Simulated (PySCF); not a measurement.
C6H7N.
SMILES: `C1[C@H]2[C@H]([C@H]2C#N)C1`

Level of theory: TDDFT CAM-B3LYP/def2-SVPD, vertical, gas phase, core orbitals frozen in the response (PySCF 2.14.0, density-fitted response routines). Geometry: GFN2-xTB; no solvent, vibrations or thermal averaging.

Broadening: Gaussians 0.4 eV wide at half height, area fixed by f = 4.319×10⁻⁹ ∫ε dν̃. The cross-section is σ = 3.8235×10⁻²¹ ε cm², given in Mb (10⁻¹⁸ cm²). The width is an assumption, not a result. The curve ends short of the highest state used, and states not computed would add to its high-energy end.

λ (nm), σ (Mb) and a bar:
```
    153.4       9.65 ######################
    154.6      11.98 ###########################
    155.7      13.15 ##############################
    156.9      13.08 ##############################
    158.1      11.82 ###########################
    159.2      10.07 #######################
    160.4       8.04 ##################
    161.6       6.20 ##############
    162.7       4.79 ###########
    163.9       3.54 ########
    165.1       2.52 ######
    166.2       1.77 ####
    167.4       1.13 ###
    168.5       0.72 ##
    169.7       0.42 #
    170.9       0.23 #
    172.0       0.14 
    173.2       0.08 
    174.4       0.05 
    175.5       0.03 
    176.7       0.02 
    177.9       0.01 
    179.0       0.01 
    180.2       0.01 
    181.4       0.00 
    182.5       0.00 
    183.7       0.00 
    184.9       0.00 
    186.0       0.00 
    187.2       0.00
```

**Question.** Where are the band maxima, and which computed states make them?

**Answer.** 156 nm (7.94 eV), ε about 3500, made up of S4 (91%) (ε in L mol⁻¹ cm⁻¹; maxima over ε = 5, shares over 10%). The states used: S1 7.22 eV (f 0.0001); S2 7.65 eV (f 0.011); S3 7.91 eV (f 0.0015); S4 7.95 eV (f 0.047); S5 8.18 eV (f 0.0006); S6 8.42 eV (f 0.0015); S7 8.62 eV (f 0.019); S8 8.68 eV (f 0.035).

**Question.** Coming from long wavelengths, where does ε first pass 100 L mol⁻¹ cm⁻¹?

**Answer.** At about 170 nm (7.30 eV), 0.08 eV above S1.

**Question.** What would ε be at 7.94 eV, the highest of these maxima, with half the width (0.2 eV)?

**Answer.** About 6500 L mol⁻¹ cm⁻¹ against 3480, a factor of about 1.9; a lone state at its own centre would give exactly 2.
